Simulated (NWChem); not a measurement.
System: SiH$_{3}$OF; SMILES O[SiH2]F

```xyz
6

Si    -0.4548     0.0188     0.0010
O      0.4607    -1.3526    -0.0714
F      0.4705     1.3390    -0.0219
H     -1.2987     0.0012    -1.2099
H     -1.2440     0.0821     1.2577
H      0.9899    -1.5765     0.7066
```
Atoms are numbered in this order, from 1.

The geometry was optimised at B3LYP/6-31G* (spherical d).

Task: List the 4 lowest vertical singlet excitations and the 4 lowest triplet ones from LDA (Slater exchange, VWN5)/def2-SVP, TDA (NWChem).

Result: 
```csv
state,energy (eV),oscillator strength,leading excitation (squared amplitude)
S1,7.72,0.003,HOMO → LUMO (0.97)
S2,8.22,0.006,HOMO → LUMO+1 (0.85)
S3,8.34,0.021,HOMO−1 → LUMO (0.86)
S4,8.88,0.005,HOMO−1 → LUMO+1 (0.49)
T1,7.37,spin-forbidden,HOMO → LUMO (0.99)
T2,7.78,spin-forbidden,HOMO → LUMO+1 (0.98)
T3,7.86,spin-forbidden,HOMO−1 → LUMO (0.98)
T4,8.26,spin-forbidden,HOMO−1 → LUMO+1 (0.98)
```
